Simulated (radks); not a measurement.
The numbers below are computed, except where a source is named.
Task: Ionisation of the titanium ion Ti2+, [Ar] 3d2, to Ti3+, [Ar] 3d1, under several functionals. Dirac Kohn-Sham, spin-unpolarised, spherical densities, finite nucleus; open shells fill j = l - 1/2 first; a radial shooting solver on a logarithmic mesh with Libxc functionals. Known Delta-SCF values: XLYP 27.028 eV. What does Wu-Cohen GGA give, and what is its highest occupied eigenvalue?

Result: 26.955 eV by Delta-SCF; the 3d3/2 eigenvalue is -19.659 eV. NIST: 27.492 eV (measured).

Beside tabulated values, note that spin-unpolarised runs miss the spin-polarisation part of the exchange energy of open shells.
